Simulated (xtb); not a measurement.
A geometry relaxed with xtb with GFN2-xTB, charge 0, multiplicity 1:

```xyz
8

H     -1.9894     0.2416     0.3933
C     -1.0289    -0.2606     0.4528
H      2.7689     0.3136    -0.4153
S      1.8556    -0.4814     0.1314
H     -1.0489    -1.1705    -0.1374
O     -0.0137     0.9434    -1.6692
S      0.2305     0.8878    -0.2404
H     -0.7741    -0.4739     1.4848
```

### Question
Write the SMILES of this molecule.

### Answer
`C[S@](=O)S`
